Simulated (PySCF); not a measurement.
InCl: energy against distance

Set-up: PySCF, scalar-relativistic core potentials, basis sets In def2-SVPD with ECP28, Cl def2-SVPD. Energies in eV from In + Cl in their ground configurations at the same level. State: ¹Σ⁺ (singlet), closed shell.

Curves on a restricted Hartree–Fock reference rise too fast on stretching and do not dissociate correctly.

```tsv
R (Å)	RHF	RHF-MP2	PBE
2.121	-2.491	-3.620	-3.768
2.219	-3.013	-4.132	-4.278
2.318	-3.301	-4.412	-4.562
2.392	-3.407	-4.513	-4.667
2.466	-3.443	-4.544	-4.706
2.540	-3.428	-4.523	-4.693
2.639	-3.351	-4.437	-4.619
2.762	-3.193	-4.268	-4.466
2.910	-2.955	-4.015	-4.235
3.107	-2.608	-3.647	-3.896
```

Put a parabola through the three lowest points of the RHF curve and estimate Re, k and ωe (reduced mass 26.81 u; 1 eV/Å² = 0.16022 mdyn/Å; ωe = 1302.8·√(k/μ) cm⁻¹).

Through R = 2.392, 2.466, 2.54 Å the second-order coefficient is 4.66 eV/Å², so Re ≈ 2.481 Å, k ≈ 1.49 mdyn/Å and ωe ≈ 307 cm⁻¹. A polynomial fit of higher order to the unrounded RHF energies gives Re = 2.478 Å, k = 1.43 mdyn/Å, ωe = 301 cm⁻¹; anharmonicity and rounding make the difference.

The higher-order fit for each curve: RHF: Re = 2.478 Å, ωe = 301 cm⁻¹, De = 3.44 eV; RHF-MP2: Re = 2.470 Å, ωe = 307 cm⁻¹, De = 4.54 eV; PBE: Re = 2.481 Å, ωe = 297 cm⁻¹, De = 4.71 eV.

Correlated steps freeze 9 core orbitals. Correlated levels converge slowly with the basis: in double zeta they bind strong bonds too weakly, by up to about 1 eV, and carry superposition errors of some tenths. Spin–orbit coupling is left out, which matters for elements this heavy, above all for dissociation energies. Where the molecule has an RHF reference, its open-shell atoms are computed with UHF.
